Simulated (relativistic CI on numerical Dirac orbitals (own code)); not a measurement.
Method of calculation: Dirac-Coulomb-Breit CI, KLI orbitals optimised for each configuration, model QED (radiative potential, 1s self-energy scaled to tabulated hydrogen-like ionisation energies), unscaled Slater integrals (own radial code, finite nucleus).

CI space (outside the closed core [Ne]): 3s2.3p2, 3s.3p3, 3s2.3p.3d, 3p4, 3s.3p2.3d, 3p3.3d, 3s.3p.3d2, 3s2.3p.4s, 3s2.3p.4p, 3s2.3d.4p, 3p3.4s, 3p3.4p, 3s.3p.3d.4s, 3s2.3p.4d, 3s.3p2.4s, 3s2.3p.4f, 3s.3p2.4p, 3s.3p2.4d, 3p2.3d.4p, 3s2.3p.5s, 3s2.3p.5p, 3s.3p2.4f, 3s2.4s.4p, 3s2.3p.5d, 3s2.3p.5f, 3s2.3p.5g, 3s.3p.4s2, 3s2.3p.6s, 3s.3p2.5s, 3s2.3d2, 3s.3d3, 3p2.3d2, 3p.3d3, 3p.3d2.4s, 3p.3d2.4p, 3p.3d2.4d, 3s2.3d.4s, 3s.3d2.4s, 3s.3p.3d.4p, 3s.3d2.4p, 3s.3d.4s.4p, 3s.3d.4p2, 3s.3d.4p.4d, 3p2.3d.4s, 3p.3d.4s2, 3p.3d.4s.4p, 3p.3d.4s.4d, 3s2.4s2, 3s.3d.4s2, 3s2.4p2. Double excitations out of closed p, d and f shells are left out; levels of such configurations are missing from the list, as are those of other unlisted configurations, and high levels can miss mixing partners. These lack a partner that the ground configuration has and come out too high: 3s.3p2.4d, 3s.3p2.4f, 3s.3p2.5s, 3s2.3p.4f, 3s2.3p.5s.

At this charge energies of transitions that change n are usually good to better than 1 %, and those within a shell (Δn = 0) to a few per cent.

Outline of the computed level scheme of Cr XI. Lowest level of each configuration: 3s2.3p2 3P_0 at 0.0000 eV; 3s.3p3 5S°_2 at 21.5997 eV; 3s2.3p.3d 3F°_2 at 46.1004 eV; 3p4 3P_2 at 63.8519 eV; 3s.3p2.3d 5F_1 at 67.0888 eV.

Some strong electric-dipole decays among the lowest 45 levels: 3s2.3p.3d 1F°_3 → 3s2.3p2 1D_2 (6.5e+10 s⁻¹); 3s2.3p.3d 3D°_3 → 3s2.3p2 3P_2 (6.0e+10 s⁻¹); 3s2.3p.3d 1P°_1 → 3s2.3p2 1S_0 (5.2e+10 s⁻¹); 3s.3p2.3d 5P_3 → 3s.3p3 5S°_2 (5.1e+10 s⁻¹); 3s2.3p.3d 3P°_0 → 3s2.3p2 3P_1 (4.1e+10 s⁻¹); 3s2.3p.3d 1D°_2 → 3s2.3p2 1D_2 (3.9e+10 s⁻¹); 3s2.3p.3d 3D°_1 → 3s2.3p2 3P_1 (3.6e+10 s⁻¹); 3s2.3p.3d 3P°_1 → 3s2.3p2 3P_0 (3.2e+10 s⁻¹).

LS names give the leading component of a level, which can be under half, so a name can repeat, a term be missing and a line seem to break the LS rules.
